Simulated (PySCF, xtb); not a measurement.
BeH2SSe, SMILES [SH][Be][SeH].

GFN2-xTB (xtb) at its own geometry gives an orbital gap of 4.36 eV and a dipole moment of 1.91 D.

The structure is a stationary point at B3LYP-D3(BJ)/def2-TZVP. Other conformers were not sampled.

**Question.** What does HF/def2-TZVPD in PySCF give? (An estimate is asked for; the answer gives what the named calculation found.)

**Answer.** gap 10.83 eV (levels -9.90 and 0.93 eV), dipole 0.94 D.
